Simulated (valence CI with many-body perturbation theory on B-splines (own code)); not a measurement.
## Energy levels of S9+

Method: configuration interaction combined with many-body perturbation theory (CI+MBPT): five valence electrons over a frozen Dirac-Fock core [He], radial functions for each j: 9 s, 9 p, 8 d, 6 f, 3 g, 1 h, with the one-electron correlation potential Σ1, the two-electron term Σ2, the three-electron term Σ3, Breit, model QED; selected CI, second order for the rest, scaled by the run's own slope (own B-spline code, finite nucleus).

No measured spectrum was set against this ion. As an estimate, levels of excited configurations hold to 0.05 to 0.15 % of their energy, terms of the ground configuration to about 0.5 %. Among the levels kept, up to 2500 cm⁻¹ of a level comes from second order outside the variational space, and about a tenth of that is noise between levels of different J, which matters for small intervals.

Levels 1 to 42 of 42, with energies above the lowest level, 2s²2p³ ⁴S°_3/2. "Leading %" is the weight of the configuration and term that name the level; weights of strongly mixed levels are sums over their largest components and can fall short, so below about 35 % the name and the second component can differ from the true leading terms, or belong to a minority configuration. In the jj column 3d3/2^4 stands for four electrons in 3d with j = 3/2. Lifetimes count E1, E2, E3, M1 and M2 decay at the calculated energies, and are blank where another channel may lead or the interval is too uncertain; long ones can be off by a factor of two.

| No. | Configuration | Term | J | E (cm⁻¹) | Leading % | Second component | Lifetime | Leading jj |
| --- | --- | --- | --- | --- | --- | --- | --- | --- |
| 1 | 2s²2p³ | ⁴S° | 3/2 | 0 | 99 |  |  | 2s^2 2p1/2 2p3/2^2 (54 %) |
| 2 | 2s²2p³ | ²D° | 3/2 | 82742 | 96 |  | 66.4 ms | 2s^2 2p1/2 2p3/2^2 (44 %) |
| 3 | 2s²2p³ | ²D° | 5/2 | 83867 | 100 |  | 2.63 s | 2s^2 2p1/2 2p3/2^2 (100 %) |
| 4 | 2s²2p³ | ²P° | 1/2 | 127380 | 98 |  | 5.08 ms | 2s^2 2p1/2 2p3/2^2 (98 %) |
| 5 | 2s²2p³ | ²P° | 3/2 | 129200 | 94 |  | 2.09 ms | 2s^2 2p3/2^3 (66 %) |
| 6 | 2s2p⁴ | ⁴P | 5/2 | 378560 | 99 |  | 201 ps | 2s 2p1/2^2 2p3/2^2 (70 %) |
| 7 | 2s2p⁴ | ⁴P | 3/2 | 385470 | 100 |  | 189 ps | 2s 2p1/2 2p3/2^3 (87 %) |
| 8 | 2s2p⁴ | ⁴P | 1/2 | 389010 | 99 |  | 183 ps | 2s 2p3/2^4 (41 %) |
| 9 | 2s2p⁴ | ²D | 3/2 | 521170 | 99 |  | 72.3 ps | 2s 2p1/2 2p3/2^3 (63 %) |
| 10 | 2s2p⁴ | ²D | 5/2 | 521310 | 99 |  | 74.8 ps | 2s 2p1/2 2p3/2^3 (70 %) |
| 11 | 2s2p⁴ | ²S | 1/2 | 609480 | 96 |  | 38.3 ps | 2s 2p1/2^2 2p3/2^2 (71 %) |
| 12 | 2s2p⁴ | ²P | 3/2 | 637530 | 99 |  | 18.3 ps | 2s 2p1/2^2 2p3/2^2 (51 %) |
| 13 | 2s2p⁴ | ²P | 1/2 | 646330 | 96 |  | 18.5 ps | 2s 2p1/2 2p3/2^3 (63 %) |
| 14 | 2p⁵ | ²P° | 3/2 | 991760 | 97 |  | 28.5 ps | 2p1/2^2 2p3/2^3 (97 %) |
| 15 | 2p⁵ | ²P° | 1/2 | 1002900 | 97 |  | 27.9 ps | 2p1/2 2p3/2^4 (97 %) |
| 16 | 2s²2p²3s | ⁴P | 1/2 | 2087500 | 96 |  | 8.93 ps | 2s^2 2p1/2^2 3s (54 %) |
| 17 | 2s²2p²3s | ⁴P | 3/2 | 2092000 | 96 |  | 8.92 ps | 2s^2 2p1/2 2p3/2 3s (91 %) |
| 18 | 2s²2p²3s | ⁴P | 5/2 | 2098300 | 96 |  | 8.97 ps | 2s^2 2p3/2^2 3s (56 %) |
| 19 | 2s²2p²3s | ²P | 1/2 | 2112600 | 96 |  | 2.94 ps | 2s^2 2p1/2 2p3/2 3s (73 %) |
| 20 | 2s²2p²3s | ²P | 3/2 | 2120100 | 94 |  | 2.95 ps | 2s^2 2p1/2 2p3/2 3s (51 %) |
| 21 | 2s²2p²3s | ²D | 5/2 | 2160400 | 96 |  | 4.84 ps | 2s^2 2p1/2 2p3/2 3s (56 %) |
| 22 | 2s²2p²3s | ²D | 3/2 | 2160700 | 95 |  | 4.80 ps | 2s^2 2p1/2 2p3/2 3s (52 %) |
| 23 | 2s²2p²3p | ²S° | 1/2 | 2182800 | 91 |  | 1.02 ns | 2s^2 2p1/2 2p3/2 3p1/2 (27 %) |
| 24 | 2s²2p²3p | ⁴D° | 1/2 | 2191600 | 93 |  | 828 ps | 2s^2 2p1/2^2 3p1/2 (40 %) |
| 25 | 2s²2p²3p | ⁴D° | 3/2 | 2194000 | 92 |  | 688 ps | 2s^2 2p1/2 2p3/2 3p1/2 (54 %) |
| 26 | 2s²2p²3p | ⁴D° | 5/2 | 2198400 | 93 |  | 715 ps | 2s^2 2p1/2 2p3/2 3p3/2 (71 %) |
| 27 | 2s²2p²3p | ⁴D° | 7/2 | 2204000 | 96 |  | 854 ps | 2s^2 2p3/2^2 3p3/2 (56 %) |
| 28 | 2s²2p²3p | ⁴P° | 1/2 | 2204300 | 93 |  | 131 ps | 2s^2 2p1/2 2p3/2 3p1/2 (42 %) |
| 29 | 2s²2p²3p | ⁴P° | 3/2 | 2205100 | 87 |  | 122 ps | 2s^2 2p1/2 2p3/2 3p1/2 (26 %) |
| 30 | 2s²2p²3p | ⁴P° | 5/2 | 2208900 | 85 | 8 % 2s²2p²3p ²D° | 135 ps | 2s^2 2p1/2 2p3/2 3p3/2 (38 %) |
| 31 | 2s²2p²3p | ²D° | 3/2 | 2217100 | 94 |  | 616 ps | 2s^2 2p1/2 2p3/2 3p3/2 (66 %) |
| 32 | 2s²2p²3p | ²D° | 5/2 | 2225200 | 88 | 8 % 2s²2p²3p ⁴P° | 498 ps | 2s^2 2p3/2^2 3p3/2 (64 %) |
| 33 | 2s²2p²3p | ⁴S° | 3/2 | 2226400 | 82 | 12 % 2s2p³3s ⁴S° | 21.2 ps | 2s^2 2p1/2 2p3/2 3p3/2 (29 %) |
| 34 | 2s²2p²3s | ²S | 1/2 | 2227400 | 93 | 4 % 2p⁴3s ²S | 5.10 ps | 2s^2 2p3/2^2 3s (70 %) |
| 35 | 2s²2p²3p | ²P° | 3/2 | 2236100 | 95 |  | 127 ps | 2s^2 2p1/2 2p3/2 3p3/2 (41 %) |
| 36 | 2s²2p²3p | ²P° | 1/2 | 2236300 | 94 |  | 136 ps | 2s^2 2p3/2^2 3p3/2 (50 %) |
| 37 | 2s²2p²3p | ²F° | 5/2 | 2268400 | 96 |  | 260 ps | 2s^2 2p1/2 2p3/2 3p1/2 (39 %) |
| 38 | 2s²2p²3p | ²F° | 7/2 | 2270500 | 97 |  | 257 ps | 2s^2 2p1/2 2p3/2 3p3/2 (57 %) |
| 39 | 2s2p³3s | ⁶S° | 5/2 | 2274800 | 99 |  | 8.61 ns | 2s 2p1/2 2p3/2^2 3s (55 %) |
| 40 | 2s²2p²3p | ²D° | 3/2 | 2289700 | 90 | 4 % 2s²2p²3p ²P° | 138 ps | 2s^2 2p1/2 2p3/2 3p1/2 (34 %) |
| 41 | 2s²2p²3p | ²D° | 5/2 | 2289700 | 94 |  | 148 ps | 2s^2 2p1/2 2p3/2 3p3/2 (57 %) |
| 42 | 2s²2p²3p | ²P° | 1/2 | 2304000 | 97 |  | 60.4 ps | 2s^2 2p1/2 2p3/2 3p3/2 (81 %) |

The ionisation energy to 2s²2p² ³P0 of the next ion comes out as 447.53 eV (NIST: 447.7 ± 0.3 eV (semi-empirical)). All 42 levels together are meant to be complete up to 2305900 cm⁻¹.
